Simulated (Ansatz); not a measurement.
Reaction (substitution at a C–N bond): `CNB(C)Cl` + `[OH][Sn]([OH])([Cl])[Cl]` → `C[O][Sn]([OH])([Cl])[Cl]` + `CB(N)Cl`

Program: Ansatz. Geometries: PBE0-D4/def2-TZVP. ΔE: electronic, gas phase. CBS: MP2 limit from def2 TZ/QZ plus the TZ coupled-cluster correction, frozen cores. This one scheme is used for every species. DFT in def2-TZVPP. B3LYP here is the variant with VWN-RPA as its local correlation; programs differ in this. Elements past krypton have def2 core potentials. For Sn outer-core shells are correlated without core-valence functions, which leaves a few kJ/mol of doubt a bond. Each species was taken in one conformer, which may not be the lowest.

Problem. Is it downhill or uphill in electronic energy at CCSD(T)/CBS, and by how much? (An estimate is asked.)

Solution. Ansatz gave: Uphill: ΔE = +24.5 kJ/mol.

Problem. What do these levels give: B3LYP-D4, ωB97X-V, B2PLYP, PBE, r2SCAN, PBE0, B3LYP, CCSD(T)/def2-TZVPP, HF/def2-QZVPP, MP2/def2-QZVPP, SCS-MP2/def2-QZVPP, CCSD/CBS(def2)? (An estimate is asked.)

Solution. Computed: B3LYP-D4 20.8, ωB97X-V 22.0, B2PLYP 22.4, PBE 24.6, r2SCAN 22.5, PBE0 25.7, B3LYP 20.7, CCSD(T)/def2-TZVPP 24.0, HF/def2-QZVPP 15.7, MP2/def2-QZVPP 27.0, SCS-MP2/def2-QZVPP 24.3, CCSD/CBS(def2) 23.9 kJ/mol.

Largest T1 diagnostic among the species: 0.013.

In def2-TZVPP, CCSD(T) changes the Hartree–Fock value by +8.1 kJ/mol (the triples alone add +0.6 kJ/mol) and MP2 by +11.0 kJ/mol.
